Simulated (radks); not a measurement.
Q: All-electron atom: Ta8+ in [Kr] 4d10 4f(5/2: 6, 7/2: 6) 5s2 5p(1/2: 2, 3/2: 3) (not the ground configuration). Calculated with a radial shooting solver on a logarithmic mesh with Libxc functionals: Dirac Kohn-Sham, BLYP, spin-unpolarised, spherical densities, finite nucleus; Fermi nuclear charge, rms radius 5.3507 fm.

Spin-orbit splittings of the eigenvalues, e(l+1/2) - e(l-1/2), with zeta = 2 splitting/(2l+1) and mean radii in bohr:

| shell | occ. | splitting (eV) | zeta (eV) | <r> j=l-1/2 | <r> j=l+1/2 |
|---|---|---|---|---|---|
| 2p | 6 | 1270 | 846.9 | 0.06487 | 0.07271 |
| 3p | 6 | 273.5 | 182.3 | 0.1943 | 0.2088 |
| 3d | 10 | ? | ? | 0.1829 | 0.1874 |
| 4p | 6 | 63.73 | 42.48 | 0.4624 | 0.4947 |
| 4d | 10 | 11.83 | 4.734 | 0.5109 | 0.5218 |
| 4f | 12 | 2.206 | 0.6304 | 0.5842 | 0.5912 |
| 5p | 5 | 11.54 | 7.693 | 1.104 | 1.176 |

Estimate the 3d splitting.

A: 59.56 eV (zeta = 23.82 eV).
